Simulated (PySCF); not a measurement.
A thermochemical cycle for Cs2

r²SCAN in PySCF with def2-SVPD on every atom (core potentials on Cs), for the lowest determinant that a PBE0 search found; no spin–orbit coupling. Cs2, a singlet (closed shell), has De = 0.27 eV to neutral atoms, and Cs₂⁺, a doublet (σ ↑), has De = 0.68 eV to Cs⁺ + Cs.

The adiabatic ionisation energy of Cs2, between the minima, is 3.38 eV.

Q: Which ionisation energy of the Cs atom does this level give?

A: IE(Cs) = IE(molecule) + De(ion) − De(neutral) = 3.38 + 0.68 − 0.27 = 3.79 eV; the measured value is 3.894 eV (NIST ASD).

Closed-shell solutions of metal pairs were not tested for spin polarisation, which can lower them a little. Weak bonds: Cs2. Basis-set superposition, not corrected here, can be much of De in a small basis, most of all at correlated wavefunction levels. Spin–orbit coupling is left out. States were picked by a PBE0 search and need not be the measured ground states.
